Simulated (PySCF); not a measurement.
**Bonding in phthalic anhydride**

Species: phthalic anhydride, C8H4O3.
SMILES with atom numbers: `[O:1]=[C:2]1[O:3][C:4](=[O:5])[c:6]2[cH:7][cH:8][cH:9][cH:10][c:11]21` (hydrogens: H12 on C7; H13 on C8; H14 on C9; H15 on C10)

Cartesian coordinates in Å at the GFN2-xTB level; atoms count from 1:
```xyz
15
C8H4O3 angstrom
O     -1.8253   -2.6888   -0.0944
C     -1.6086   -1.5184   -0.0548
O     -2.6131   -0.5741   -0.0236
C     -2.0992    0.7047    0.0203
O     -2.7882    1.6756    0.0537
C     -0.6245    0.5780    0.0167
C      0.3725    1.5334    0.0502
C      1.6871    1.0818    0.0371
C      1.9862   -0.2739   -0.0083
C      0.9819   -1.2342   -0.0425
C     -0.3240   -0.7841   -0.0290
H      0.1333    2.5844    0.0853
H      2.4928    1.7997    0.0625
H      3.0193   -0.5875   -0.0171
H      1.2056   -2.2886   -0.0780
```

Bond orders from the PBE0/pcSseg-1 density (PySCF). Geometry: GFN2-xTB; no solvent, vibrations or thermal averaging.

(1) How far do the computed orders between heavy atoms stray from the drawn ones?

(2) Set the Mayer orders of the bonds beside their lengths.

## Answers

(1) The largest departure is 0.193, at C11–C6 (drawn aromatic, 1.307), counting aromatic bonds as 1.5. The bonds drawn aromatic range from 1.31 to 1.44.

(2) 
| bond | drawn as | length (Å) | Mayer order |
| --- | --- | --- | --- |
| O1–C2 | double | 1.191 | 2.060 |
| C2–O3 | single | 1.379 | 0.979 |
| O3–C4 | single | 1.379 | 0.979 |
| C4–O5 | double | 1.191 | 2.060 |
| C4–C6 | single | 1.480 | 0.997 |
| C6–C7 | aromatic | 1.381 | 1.391 |
| C7–C8 | aromatic | 1.390 | 1.421 |
| C8–C9 | aromatic | 1.389 | 1.435 |
| C9–C10 | aromatic | 1.390 | 1.421 |
| C10–C11 | aromatic | 1.381 | 1.391 |
| C11–C2 | single | 1.480 | 0.997 |
| C11–C6 | aromatic | 1.396 | 1.307 |
| C7–H12 | single | 1.078 | 0.969 |
| C8–H13 | single | 1.079 | 0.962 |
| C9–H14 | single | 1.080 | 0.962 |
| C10–H15 | single | 1.078 | 0.969 |

By pair of heavy elements: C–O: lowest C2–O3 and O3–C4 (0.979, 1.379 Å), highest O1–C2 and C4–O5 (2.060, 1.191 Å). C–C: lowest C4–C6 and C11–C2 (0.997, 1.480 Å), highest C8–C9 (1.435, 1.389 Å); in 6 of the 28 pairs the longer bond (by over 0.003 Å) has the higher order (by 0.02 or more). Bonds named together lie within 0.004.

Q: Sum the orders of all bonds at each heavy atom with more than one neighbour and set the sums beside the valence in the SMILES.

A: C2 4.036 (drawn 4), O3 1.958 (drawn 2), C4 4.036 (drawn 4), C6 3.695 (drawn 4), C7 3.781 (drawn 4), C8 3.818 (drawn 4), C9 3.818 (drawn 4), C10 3.781 (drawn 4), C11 3.695 (drawn 4). Orders between atoms that aren't bonded are not in these sums.

The Mayer order sums products of elements of PS (density times overlap matrix) between the two atoms' basis functions, so it depends on the basis set.
